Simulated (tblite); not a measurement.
Compound: C7H8N2S.
Cartesian coordinates in Å at the GFN2-xTB level; atoms count from 1:
```xyz
18
C7H8N2S angstrom
C      4.5230   -1.1216    1.4942
C      3.4374   -0.6811    1.2271
C      2.1669   -0.1986    0.8996
N      1.7294    0.9874    1.1572
N      0.4969    1.2053    0.7458
C     -0.0610    0.2057    0.1609
C     -1.4412    0.2167   -0.3907
C     -1.4062   -0.0343   -1.8996
C     -2.3049   -0.8262    0.3210
S      0.9820   -1.2050    0.0642
H      5.4766   -1.4843    1.7384
H     -1.8470    1.2151   -0.1981
H     -1.0051   -1.0237   -2.1126
H     -2.4115    0.0273   -2.3086
H     -0.7841    0.7082   -2.3948
H     -2.3378   -0.6287    1.3902
H     -1.9028   -1.8252    0.1627
H     -3.3193   -0.7954   -0.0686
```

Level: GFN2-xTB in tblite, geometry and Hessian alike; calculated harmonic values, unscaled, isolated species. The method is semi-empirical: single wavenumbers can be off by several per cent or more. One conformer, not necessarily the lowest.

Question: How many normal modes are there?

Answer: 18 atoms, non-linear: 3N − 6 = 48.

Question: What is the point group of the computed structure, and how do the modes divide by symmetry?

Answer: Cs. The vibrations span 29 a′ + 19 a″.

Question: How many distinct wavenumbers does the calculation give?

Answer: 48: Cs has no degenerate species.

Question: How many fundamentals are allowed in the infrared by symmetry?

Answer: 48 of 48: in Cs every mode is allowed. All fundamentals are allowed in the Raman spectrum.

Question: Zero-point energy?

Answer: ½Σν̃ = 29438 cm⁻¹ = 3.650 eV (48 modes); those above 1550 cm⁻¹ give 1.662 eV of it.

Question: How far is the lowest real mode excited at 77 K, as a harmonic oscillator?

Answer: 30.6 cm⁻¹ is a vibrational temperature θ of 44 K. The population of v = 1 over v = 0 is exp(−θ/T) = 0.56, and the mean quantum number is 1.3.
